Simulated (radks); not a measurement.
Values are calculated unless marked as measured or tabulated.
Q: These are the eigenvalues of the occupied orbitals of an atom or ion with whole-number occupations (hartree). Code: a radial shooting solver on a logarithmic mesh with Libxc functionals. Model: scalar-relativistic Kohn-Sham, r2SCAN, spin-polarised, spherical densities, finite nucleus; meta-GGA in the generalised Kohn-Sham scheme; Fermi nuclear charge, rms radius of each element as measured or else 0.836 A^(1/3) + 0.57 fm.

1s up: -1.95827
1s down: -1.95221
2s up: -0.12000

Which element is it, and in what charge state? The configuration may be excited. Open shells, if any, are filled with parallel spins first.

A: Z = 3, lithium, charge 0: Li in [He] 2s1. The list shows which subshells hold electrons but not how many an open one holds; the 1s level, -1.9583 hartree, gives Z - s = 2.0 by -(Z - s)^2/2, which with screening and relativity narrows Z to a few neighbours, and the depths of the outer levels then fix element, charge and occupations together.
